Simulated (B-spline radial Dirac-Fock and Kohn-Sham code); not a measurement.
Dipole and non-dipole photoemission parameters of Te⁺ 3p1/2

System: Te⁺, 1s2 2s2 2p6 3s2 3p6 3d10 4s2 4p6 4d10 5s2 5p3; threshold 876.5 eV (orbital energy of the model). Method: Dirac-Hartree-Slater photoionisation with a Latter tail; cross sections with all multipoles, angular parameters from the dipole term and its interference with E2. Computed with a radial atomic solver.

For linearly polarised light dσ/dΩ = σ/(4π) [1 + β P₂(cos θ) + (δ + γ cos²θ) sin θ cos φ], with θ from the polarisation vector and φ the angle between the beam and the projection of the electron momentum on the plane normal to the polarisation.

```csv
hν (eV),σ (kb),β,γ,δ
1000,109,0.907,0.283,0.122
1020,108,0.974,0.314,0.108
2000,41.4,1.589,-0.020,0.002
2290,32.4,1.604,-0.013,0.001
2984.4,19.3,1.602,0.088,0.003
3890,10.9,1.572,0.278,0.009
4140,?,?,?,?
6000,3.97,1.483,0.701,0.025
6460,3.31,1.464,0.783,0.029
7030,2.67,1.441,0.879,0.035
8090,1.86,1.400,1.041,0.046
10600,0.905,1.312,1.363,0.072
11200,0.778,1.293,1.430,0.079
15000,0.341,1.186,1.780,0.121
```

Q: Give the values at 4140 eV.

A: σ = 9.50 kb, β = 1.562, γ = 0.331, δ = 0.010.
